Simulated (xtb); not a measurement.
B2Cl4, charge -1, doublet, at a GFN2-xTB geometry (a state made from the parent by changing its charge; the spin is typed, not shown lowest); GFN0-xTB in xtb.

Input for xtb:
```
$ xtb mol.xyz --gfn 0 --chrg -1 --uhf 1 --opt --json

# file mol.xyz
6

Cl    -1.64291971    -1.65347614    -0.11748101
B     -0.77888530    -0.07509813    -0.06334697
Cl    -1.92412213     1.30955110    -0.17262753
B      0.77888530     0.07509813     0.06334697
Cl     1.92412213    -1.30955110     0.17262753
Cl     1.64291971     1.65347614     0.11748101
```

Output, abridged:

```
   ID    Z sym.   atoms
    1   17 Cl     1, 3, 5, 6
    2    5 B      2, 4

           -------------------------------------------------
          |                Calculation Setup                |
           -------------------------------------------------

           -------------------------------------------------
          |                 G F N 0 - x T B                 |
           -------------------------------------------------

          ...................................................
          :                      SETUP                      :
          :.................................................:
          :  # basis functions                  48          :
          :  # atomic orbitals                  44          :
          :  # shells                           16          :
          :  # electrons                        35          :
          :  electronic temp.          300.0000000     K    :
          :  accuracy                    1.0000000          :
          :  -> integral cutoff          0.2500000E+02      :
          :  -> integral neglect         0.1000000E-07      :
          ...................................................

         :::::::::::::::::::::::::::::::::::::::::::::::::::::
         ::                     SUMMARY                     ::
         :::::::::::::::::::::::::::::::::::::::::::::::::::::
         :: total energy             -21.257674819427 Eh    ::
         :: gradient norm              0.045395020227 Eh/a0 ::
         :: HOMO-LUMO gap              2.909946140024 eV    ::
         ::.................................................::
         :: H0 energy                -20.078560464996 Eh    ::
         :: repulsion energy           0.047383676173 Eh    ::
         :: electrostat energy        -1.223649349474 Eh    ::
         :: -> Gsolv                   0.000000000000 Eh    ::
         ::    -> Gsasa                0.000000000000 Eh    ::
         ::    -> Gshift               0.000000000000 Eh    ::
         :: dispersion energy         -0.002848681130 Eh    ::
         :: short-range corr.          0.000000000000 Eh    ::
         :: add. restraining           0.000000000000 Eh    ::
         :: total charge              -1.000000000000 e     ::
         :::::::::::::::::::::::::::::::::::::::::::::::::::::

      -----------------------------------------------------------
     |                   =====================                   |
     |                        A N C O P T                        |
     |                   =====================                   |
     |               Approximate Normal Coordinate               |
     |                Rational Function Optimizer                |
      -----------------------------------------------------------
      -----------------------------------------------------------
     |                   =====================                   |
     |                        A N C O P T                        |
     |                   =====================                   |
     |               Approximate Normal Coordinate               |
     |                Rational Function Optimizer                |
      -----------------------------------------------------------

          ...................................................
          :                      SETUP                      :
          :.................................................:
          :   optimization level            normal          :
          :   max. optcycles                   200          :
          :   ANC micro-cycles                  20          :
          :   degrees of freedom                12          :
          :.................................................:
          :   RF solver                   davidson          :
          :   write xtbopt.log                true          :
          :   linear?                        false          :
          :   energy convergence         0.5000000E-05 Eh   :
          :   grad. convergence          0.1000000E-02 Eh/α :
          :   maxmium RF displ.          1.0000000          :
          :   Hlow (freq-cutoff)         0.1000000E-01      :
          :   Hmax (freq-cutoff)         5.0000000          :
          :   S6 in model hess.         20.0000000          :
          ...................................................

generating ANC from exact Hessian ...
Using Lindh-Hessian (1995)
 Shifting diagonal of input Hessian by    9.6224709229661906E-003
 Lowest  eigenvalues of input Hessian
    0.000000    0.000000    0.000000    0.000000    0.000000    0.000000
    0.010000    0.011392    0.022517    0.028105    0.038230    0.062604
    0.073639    0.261674    0.670101    0.953265    1.050757    1.127137
 Highest eigenvalues
    0.073639    0.261674    0.670101    0.953265    1.050757    1.127137

........................................................................
.............................. CYCLE    1 ..............................
........................................................................
 * total energy  :   -21.2576748 Eh     change        0.0000000E+00 Eh
   gradient norm :     0.0453950 Eh/α   predicted     0.0000000E+00 (   0.00%)
   displ. norm   :     0.3759923 α      lambda       -0.8208154E-02
   maximum displ.:     0.3729561 α      in ANC's #5, #12, #8, ...

........................................................................
.............................. CYCLE    2 ..............................
........................................................................
 * total energy  :   -21.2615691 Eh     change       -0.3894240E-02 Eh
   gradient norm :     0.0155552 Eh/α   predicted    -0.4684271E-02 (  20.29%)
   displ. norm   :     0.0328944 α      lambda       -0.3067074E-03
   maximum displ.:     0.0277310 α      in ANC's #5, #12, #8, ...

........................................................................
[...]
 * total energy  :   -21.2617790 Eh     change       -0.2099293E-03 Eh
 * total energy  :   -21.2618433 Eh     change       -0.6430720E-04 Eh
 * total energy  :   -21.2618530 Eh     change       -0.9730353E-05 Eh
 * total energy  :   -21.2618535 Eh     change       -0.4666756E-06 Eh
   *** GEOMETRY OPTIMIZATION CONVERGED AFTER 6 ITERATIONS ***
[...]
          :  # basis functions                  48          :
          :  # atomic orbitals                  44          :
          :  # shells                           16          :
          :  # electrons                        35          :
          :  electronic temp.          300.0000000     K    :
          :  accuracy                    1.0000000          :
          :  -> integral cutoff          0.2500000E+02      :
          :  -> integral neglect         0.1000000E-07      :
          ...................................................

         :::::::::::::::::::::::::::::::::::::::::::::::::::::
         ::                     SUMMARY                     ::
         :::::::::::::::::::::::::::::::::::::::::::::::::::::
         :: total energy             -21.261853492578 Eh    ::
         :: gradient norm              0.000147075639 Eh/a0 ::
         :: HOMO-LUMO gap              2.898709623240 eV    ::
         ::.................................................::
         :: H0 energy                -20.081910410288 Eh    ::
         :: repulsion energy           0.050120975928 Eh    ::
         :: electrostat energy        -1.227209439902 Eh    ::
         :: -> Gsolv                   0.000000000000 Eh    ::
         ::    -> Gsasa                0.000000000000 Eh    ::
         ::    -> Gshift               0.000000000000 Eh    ::
         :: dispersion energy         -0.002854618315 Eh    ::
         :: short-range corr.          0.000000000000 Eh    ::
         :: add. restraining           0.000000000000 Eh    ::
         :: total charge              -1.000000000000 e     ::
         :::::::::::::::::::::::::::::::::::::::::::::::::::::

           -------------------------------------------------
          |                Property Printout                |
           -------------------------------------------------

    * Orbital Energies and Occupations

         #    Occupation            Energy/Eh            Energy/eV
      -------------------------------------------------------------
         1        2.0000           -0.9710791             -26.4244
       ...           ...                  ...                  ...
         6        2.0000           -0.5110501             -13.9064
         7        2.0000           -0.4877942             -13.2736
         8        2.0000           -0.4745272             -12.9125
         9        2.0000           -0.4690550             -12.7636
        10        2.0000           -0.4650112             -12.6536
        11        2.0000           -0.4586614             -12.4808
        12        2.0000           -0.4501296             -12.2486
        13        2.0000           -0.4478294             -12.1861
        14        2.0000           -0.4467266             -12.1561
        15        2.0000           -0.4419120             -12.0250
        16        2.0000           -0.4374828             -11.9045
        17        2.0000           -0.4013025             -10.9200
        18        1.0000           -0.2966782              -8.0730 (HOMO)
        19                         -0.1901526              -5.1743 (LUMO)
        20                         -0.1782793              -4.8512
        21                         -0.1599347              -4.3520
        22                         -0.1583645              -4.3093
        23                         -0.1135572              -3.0900
        24                         -0.0735328              -2.0009
        25                         -0.0650431              -1.7699
        26                         -0.0644337              -1.7533
        27                         -0.0641208              -1.7448
        28                         -0.0636326              -1.7315
        29                         -0.0633883              -1.7249
       ...                                ...                  ...
        44                          0.4108449              11.1797
      -------------------------------------------------------------
                  HL-Gap            0.1065256 Eh            2.8987 eV
             Fermi-level            0.0000000 Eh            0.0000 eV

     #   Z          covCN         q      C6AA      α(0)
     1  17 Cl       0.855    -0.282   106.036    15.741
     2   5 B        2.619     0.064    35.274     9.766
     3  17 Cl       0.855    -0.282   106.036    15.741
     4   5 B        2.619     0.064    35.274     9.766
     5  17 Cl       0.855    -0.282   106.036    15.741
     6  17 Cl       0.855    -0.282   106.036    15.741

 Mol. C6AA /au·bohr⁶  :       2813.684956
 Mol. C8AA /au·bohr⁸  :     116205.491245
 Mol. α(0) /au        :         82.494527

Wiberg/Mayer (AO) data.
largest (>0.10) Wiberg bond orders for each atom

 ---------------------------------------------------------------------------
     #   Z sym  total        # sym  WBO       # sym  WBO       # sym  WBO
 ---------------------------------------------------------------------------
     1  17 Cl   0.890 --     2 B    0.800
     2   5 B    3.038 --     4 B    1.351     3 Cl   0.800     1 Cl   0.800
     3  17 Cl   0.890 --     2 B    0.800
     4   5 B    3.038 --     2 B    1.351     5 Cl   0.800     6 Cl   0.800
     5  17 Cl   0.890 --     4 B    0.800
     6  17 Cl   0.890 --     4 B    0.800
 ---------------------------------------------------------------------------

Topologies differ in total number of bonds
Writing topology from bond orders to xtbtopo.mol

 dipole moment from electron density (au)
     X       Y       Z
  -0.0000  -0.0000   0.0000  total (Debye):    0.000

optimized geometry written to: xtbopt.xyz

           -------------------------------------------------
          | TOTAL ENERGY              -21.261853492578 Eh   |
          | GRADIENT NORM               0.000147075639 Eh/α |
          | HOMO-LUMO GAP               2.898709623240 eV   |
           -------------------------------------------------

normal termination of xtb
```
